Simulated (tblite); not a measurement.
Isomers of C2H8NOSi (doublet state). All values are computed: GFN2-xTB (tblite) harmonic vibrations without scaling, gas phase. Against measured fundamentals such values can be off by several per cent, at times by over 20. Modes of hydrogen on silicon can be 10 to 20 % off. One conformer each. Open shells enter through the occupations alone, without spin polarisation, and single modes of such species can be off by tens of per cent.

Electronic energies: GFN2-xTB at the same geometries; isomer energies are rough at this level and their order can be wrong.

```csv
SMILES,"electronic energy, lowest = 0 (kJ/mol)"
[CH2]N(C)[SiH2]O,25.4
CN(C)[SiH2][O],0.0
CN(C)[SiH]O,28.9
```

**Question.** How do GFN2-xTB zero-point energies change the relative energies?

**Answer.** 
```tsv
SMILES	ZPE (kJ/mol)	of it from modes above 1550 cm⁻¹	electronic (kJ/mol)	with ZPE, lowest = 0 (kJ/mol)	lowest mode (cm⁻¹)	rings
CN(C)[SiH2][O]	256.3	130.1	0.0	0.0	65	0
[CH2]N(C)[SiH2]O	253.5	140.0	25.4	22.6	69	0
CN(C)[SiH]O	266.9	141.5	28.9	39.6	71	0
```

The zero-point energies span 13.4 kJ/mol, from `[CH2]N(C)[SiH2]O` to `CN(C)[SiH]O`. The order is unchanged.
